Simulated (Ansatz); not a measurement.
This geometry of CH6INSSi (11 atoms, charge 0, multiplicity 1) is a first-order saddle point.

Level of theory: RKS r2SCAN-D4/def2-SVP in Ansatz 0.2.0.

```xyz
11
Properties=species:S:1:pos:R:3
C -1.125 0.930 -0.420
Si 0.395 0.118 0.317
N 0.925 -1.117 -0.757
S 0.129 -0.774 2.253
I 2.085 1.896 0.788
H -0.989 2.012 -0.558
H -1.988 0.779 0.247
H -1.361 0.472 -1.393
H 0.966 -0.921 -1.754
H 1.708 -1.703 -0.476
H -0.680 -1.750 1.773
```

Q: Which two structures does it join? (They come from a converged band through this point; their orientation in space is the band's.)

A: No bond is made or broken. The dihedral H8–C1–Si2–I5 goes from -176 to 64°. The two ends are copies of one structure, up to a mirror image or an exchange of like atoms.

Initial state:

```xyz
11
Properties=species:S:1:pos:R:3
C -1.126 0.925 -0.393
Si 0.369 0.094 0.345
N 1.000 -1.029 -0.795
S 0.013 -0.955 2.183
I 1.941 1.905 1.038
H -0.855 1.482 -1.305
H -1.563 1.636 0.323
H -1.887 0.172 -0.655
H 1.088 -0.746 -1.768
H 1.787 -1.612 -0.522
H -0.701 -1.929 1.570
```

Final state:

```xyz
11
Properties=species:S:1:pos:R:3
C -1.115 0.932 -0.407
Si 0.394 0.109 0.312
N 0.912 -1.135 -0.757
S 0.115 -0.759 2.255
I 2.069 1.907 0.746
H -1.481 1.720 0.266
H -1.917 0.190 -0.553
H -0.883 1.394 -1.381
H 0.949 -0.941 -1.756
H 1.695 -1.722 -0.480
H -0.673 -1.751 1.775
```

Q: How far does it lie above each of them?

A: 0.073 eV above the first and 0.073 eV above the second. This is the barrier of this one path; another mechanism may lie lower.

The run took 4.3 min on 2 threads of AMD EPYC 7R43 64-Core Processor (Zen 3), with other jobs on the host, peak memory 0.23 GiB.
